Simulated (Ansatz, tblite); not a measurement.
Removing and adding an electron: `C[Si](C)(C)C#Cc1cnc(-c2cnc(-c3cnc(C#C[Si](C)(C)C)s3)s2)s1`. Total charge 0; singlet. Geometry: r2SCAN-D4/def2-SVP. Ansatz, gas phase; energy differences of separate SCF runs; the oxidised species was run as a doublet alone; the reduced species was run as a doublet alone.

```xyz
48

C    -3.949   -6.629    4.797
Si   -4.114   -5.045    5.792
C    -5.818   -4.292    5.555
C    -3.778   -5.367    7.612
C    -2.851   -3.840    5.187
C    -2.003   -3.036    4.802
C    -1.031   -2.120    4.378
C    -0.019   -1.513    5.123
N     0.790   -0.662    4.463
C     0.456   -0.562    3.191
C     1.160    0.283    2.263
C     2.256    1.092    2.555
N     2.762    1.804    1.529
C     2.098    1.588    0.412
C     2.427    2.222   -0.837
C     3.466    3.129   -1.042
N     3.606    3.608   -2.293
C     2.698    3.107   -3.108
C     2.566    3.399   -4.478
C     2.446    3.652   -5.675
Si    2.332    4.084   -7.471
C     3.972    3.647   -8.273
C     0.929    3.094   -8.229
C     1.999    5.927   -7.600
S     1.584    1.973   -2.330
S     0.762    0.453    0.580
S    -0.920   -1.548    2.728
H    -2.947   -7.071    4.912
H    -4.115   -6.446    3.723
H    -4.690   -7.375    5.130
H    -5.921   -3.351    6.119
H    -6.601   -4.985    5.906
H    -6.013   -4.071    4.493
H    -2.771   -5.787    7.764
H    -3.849   -4.439    8.201
H    -4.510   -6.084    8.020
H     0.127   -1.706    6.188
H     2.690    1.153    3.555
H     4.138    3.441   -0.240
H     3.957    3.899   -9.347
H     4.189    2.571   -8.181
H     4.802    4.199   -7.806
H    -0.033    3.325   -7.744
H     0.830    3.326   -9.302
H     1.105    2.011   -8.132
H     1.935    6.235   -8.657
H     1.050    6.198   -7.110
H     2.803    6.510   -7.124
```

The xTB rows come from tblite. Single mean-field runs in def2-TZVP are fitted with def2-universal-jkfit.

Q: Estimate orbital energies and vertical ionisation energies and electron affinities at: GFN1-xTB; GFN2-xTB; LDA (SPW92)/def2-TZVP; PBE-D4/def2-TZVP; PBE0-D4/def2-TZVP.

A: 
```tsv
level	−HOMO (eV)	vertical IE (eV)	−LUMO (eV)	vertical EA (eV)	HOMO–LUMO gap (eV)	IE − EA (eV)
GFN1-xTB	10.75	12.33	8.98	7.29	1.76	5.04
GFN2-xTB	10.21	11.73	8.47	6.77	1.75	4.96
LDA (SPW92)/def2-TZVP	5.47	7.06	3.62	2.00	1.85	5.05
PBE-D4/def2-TZVP	5.24	6.86	3.39	1.84	1.86	5.02
PBE0-D4/def2-TZVP	6.03	7.12	2.82	1.79	3.21	5.33
```

 Raw xTB energy differences between charge states are shifted by several eV; the methods need an empirical correction for them. Sets without diffuse functions give affinities that are too small.
